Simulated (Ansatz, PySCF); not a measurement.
Pulling on the C2–H3 bond in CH4OSn (SMILES [CH3][Sn][OH]) (multiplicity 1 held, fragments rigid). Energies count from the point at 1.093 Å.
Geometry at that point (charge 0, multiplicity 1):
```json
[
 {"atom": "Sn", "x (Å)": "0.0224", "y (Å)": "-0.0636", "z (Å)": "0.3886"},
 {"atom": "C", "x (Å)": "0.4195", "y (Å)": "1.6072", "z (Å)": "-0.9817"},
 {"atom": "H", "x (Å)": "-0.2020", "y (Å)": "2.4693", "z (Å)": "-0.7259"},
 {"atom": "H", "x (Å)": "0.2008", "y (Å)": "1.2878", "z (Å)": "-2.0005"},
 {"atom": "H", "x (Å)": "1.4642", "y (Å)": "1.9210", "z (Å)": "-0.9117"},
 {"atom": "O", "x (Å)": "-0.5375", "y (Å)": "-1.2505", "z (Å)": "-1.1305"},
 {"atom": "H", "x (Å)": "-0.7986", "y (Å)": "-2.1366", "z (Å)": "-0.8572"}
]
```

R- and RO- levels are restricted; in cc, def2 and unpolarised 6-31G sets they are followed outwards from rest. Active spaces are followed from a long bond inwards. Left out are points that failed, MP2 points in a non-variational dive below the minimum, coupled-cluster points behind a sign of a changed root (a jump of the amplitudes, or a one-step jump against full CI or MRCI), small-basis points behind a change of solution, and semi-empirical points at long bonds. Levels need not reach the same state.

Cores are frozen in the correlated methods. Filled d and f shells under p-block atoms count as core. Rows in LANL2DZ carry no dispersion term and start afresh at each structure. LANL2DZ brings its own core potentials from Na on.

Codes used: Ansatz (a quantum-chemistry and plane-wave program) with Gaussian orbitals; PySCF for LANL2DZ rows. Values without a source in brackets are computed. In def2 rows elements past Kr take small-core potentials, without spin–orbit coupling.

Energies in kcal/mol.

```csv
R (Å),R-BP86/LANL2DZ,R-CCSD/def2-TZVPP,"FIC-MRCISD on CASSCF(2,2)/def2-TZVPP","FIC-MRCISD+Q on CASSCF(2,2)/def2-TZVPP"
0.874,32.3,28.4,28.5,28.5
0.984,7.1,5.5,5.6,5.6
1.093,0.0,0.0,0.0,0.0
1.202,2.6,3.8,3.7,3.7
1.312,10.2,12.3,12.0,12.1
1.476,25.7,28.9,28.2,28.3
1.640,42.3,46.1,44.8,45.1
1.913,67.9,71.7,68.7,69.3
2.186,88.6,91.4,86.1,87.0
2.514,107.2,107.5,98.8,100.1
2.951,123.6,119.5,106.5,108.0
3.498,left out,125.9,109.4,111.1
```

Doubts at one or more of the structures used: a restricted determinant that unrestricted orbitals would lower (R-CCSD/def2-TZVPP); other coupled-cluster roots lie near (R-CCSD/def2-TZVPP); T1 above 0.05 (R-CCSD/def2-TZVPP).
